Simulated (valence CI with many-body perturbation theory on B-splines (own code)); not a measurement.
Results of a calculation; reference values are marked as such.
Cd XLIV: magnetic and hyperfine properties of the levels

Method: valence CI with perturbative core correlation (CI+MBPT): three valence electrons over a frozen Dirac-Fock core [He], a basis of 11 s, 11 p, 10 d, 8 f, 5 g, 2 h functions for each j, with the one-electron correlation potential Σ1 (screened to all orders), the two-electron term Σ2, the three-electron term Σ3, Breit, model QED; selected single and double excitations, second order for the rest, scaled by the run's own slope (own B-spline code, finite nucleus).

No measured spectrum was set against this ion. As an estimate, large intervals hold to a few tenths of a per cent, small ones and those within an open d or f shell to about a per cent.

A/g_I is the dipole constant over the nuclear g factor μ/I (μ in nuclear magnetons, uniformly magnetised nucleus), B/Q the quadrupole constant per barn. Both hold the static response of the core; the bare values leave it out. Large factors of s and p1/2 electrons are usually good to 5 to 10 %; those of open d and f shells near neutrality can be off by tens of per cent, and small factors of p3/2, d and f electrons come from cancelling terms and can be off by a factor of two or in sign, in half-filled shells by more. B is blank for J = 1/2, where it vanishes, and for nearly pure S terms. Energies count from the lowest level.

Levels are named by their leading jj configuration (3d3/2^4 stands for four electrons in 3d with j = 3/2), which in mixed levels can hold well under half, so a name can repeat and another be missing. Letters in brackets count levels of one name in rising energy.

```
                     Level  E (× 10³ cm⁻¹)      g  A/g_I (MHz)  A/g_I bare  B/Q (MHz/b)  B/Q bare
        (2s^2 2p1/2) J=1/2            0.00  0.646      1320000     1310000                       
        (2s 2p1/2^2) J=1/2          1101.1  2.256      3860000     3810000                       
        (2s^2 2p3/2) J=3/2          1725.5  1.319       213000      219000       402000    403000
(2s 2p1/2 2p3/2) J=3/2 [a]          2499.2  1.671      1050000     1040000       319000    319000
    (2s 2p1/2 2p3/2) J=5/2          2723.5  1.376      1200000     1190000       210000    210000
(2s 2p1/2 2p3/2) J=3/2 [b]          3078.6  0.951         4850       15800       286000    287000
    (2s 2p1/2 2p3/2) J=1/2          3097.5  1.182     -1150000    -1120000                       
     (2p1/2^2 2p3/2) J=3/2          4281.8  1.388       182000      195000       355000    356000
        (2s 2p3/2^2) J=5/2          4373.4  1.394      1010000     1000000       192000    192000
        (2s 2p3/2^2) J=1/2          4890.0  1.851      4070000     4000000                       
        (2s 2p3/2^2) J=3/2          4899.1  1.202      -545000     -522000      -125000   -125000
     (2p1/2 2p3/2^2) J=3/2          5792.5  1.427       -17700       -1660        70800     70900
     (2p1/2 2p3/2^2) J=5/2          5936.1  1.185       425000      431000        -1860     -1870
     (2p1/2 2p3/2^2) J=1/2          6206.9  0.646      1330000     1310000                       
           (2p3/2^3) J=3/2          7756.4  1.278       209000      219000      -424000   -425000
           (2s^2 3s) J=1/2           32133  1.995      1200000     1190000                       
        (2s^2 3p1/2) J=1/2           32522  0.670       383000      380000                       
   (2s 2p1/2 3s) J=1/2 [a]           32894  2.413      2340000     2310000                       
       (2s 2p1/2 3s) J=3/2           32956  1.453      1180000     1170000        28500     28600
        (2s^2 3p3/2) J=3/2           33105  1.465      1050000     1040000        -5810     -5850
   (2s 2p1/2 3s) J=1/2 [b]           33160  0.745      2000000     1980000                       
(2s 2p1/2 3p1/2) J=1/2 [a]           33225  0.255      -261000     -253000                       
        (2s^2 3d3/2) J=3/2           33315  0.922       790000      780000        -8800     -8680
    (2s 2p1/2 3p1/2) J=3/2           33389  1.021      1150000     1130000       -57100    -57200
        (2s^2 3d5/2) J=5/2           33488  1.195        24700       24600        31600     32000
(2s 2p1/2 3p1/2) J=1/2 [b]           33546  2.044      4050000     4000000                       
(2s 2p1/2 3p3/2) J=3/2 [a]           33795  1.412       231000      231000       109000    109000
    (2s 2p1/2 3p3/2) J=1/2           33905  1.293     -1370000    -1350000                       
    (2s 2p1/2 3p3/2) J=5/2           33939  1.350      1090000     1080000        23500     23500
(2s 2p1/2 3p3/2) J=3/2 [b]           33964  1.243       598000      593000        91800     92000
(2s 2p1/2 3d3/2) J=3/2 [a]           34025  0.546      -369000     -363000        31000     31300
    (2s 2p1/2 3d3/2) J=5/2           34155  1.051       844000      833000       -37100    -36900
(2s 2p1/2 3d5/2) J=5/2 [a]           34246  1.349       493000      486000        19600     19900
    (2s 2p1/2 3d3/2) J=1/2           34254  0.395     -1600000    -1580000                       
(2s 2p1/2 3d3/2) J=3/2 [b]           34264  1.258       886000      874000        56400     56600
    (2s 2p1/2 3d5/2) J=7/2           34364  1.251       772000      763000       -71700    -71500
        (2p1/2^2 3s) J=1/2           34376  1.991       862000      853000                       
    (2s 2p1/2 3d5/2) J=3/2           34446  1.037      -779000     -769000         4940      5140
(2s 2p1/2 3d5/2) J=5/2 [b]           34448  1.040       106000      106000        93700     94100
       (2s 2p3/2 3s) J=5/2           34621  1.580      1180000     1170000       400000    401000
```

Task: Take the isotope of mass number 113, with I = 1/2, μ = -0.6213 μN. What is the hyperfine structure of (2p1/2^2 2p3/2) J=3/2?

Result: From the table A = -226000 MHz. Shifts from the centre of gravity in MHz: F = 1: 282000, F = 2: -170000.
